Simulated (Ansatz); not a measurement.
The cluster V3, relaxed as a doublet with UKS PBE-D4/def2-TZVP in Ansatz, starting from the GFN1-xTB geometry. Force threshold 0.02 eV/Å.

The charge 0 doublet is spin-contaminated (final ⟨S²⟩ up to 1.28, 0.75 for a pure state). The order of the spin states hangs on the level: the sextet lies 0.67 eV below the doublet at PBE0-D4/def2-TZVP, but 0.23 eV above it at PBE-D4/def2-TZVP. The structure comes from a short search, and lower isomers may exist.

Start:

Cartesian coordinates in Å:
```
V -1.180 1.495 0.183
V -0.746 -1.758 0.096
V 1.925 0.264 -0.279
```

Q: Estimate the energy that the relaxation releases and the steps that it takes.

A: 365.3 kJ/mol, in 13 steps; 55 s on 2 threads of AMD EPYC 9R45 on a shared host. No frequencies were taken in this run, so the end may be a saddle point.

Q: Does the start keep its bonding and symmetry?

A: By distances, no bond broke or formed. The bond that changes most is V1–V2, from 3.28 to 1.76 Å (atoms count from 1). Point group C2v at the start, C2v at the end, both within 0.05 Å.

Q: Predict the relaxed structure.

A: 
| atom | x (Å) | y (Å) | z (Å) |
| --- | --- | --- | --- |
| V1 | -0.777 | 0.783 | 0.119 |
| V2 | -0.547 | -0.965 | 0.073 |
| V3 | 1.324 | 0.181 | -0.192 |
Bond lengths (bridged metal pairs left out): 3 × V–V 1.76 to 2.21 Å.
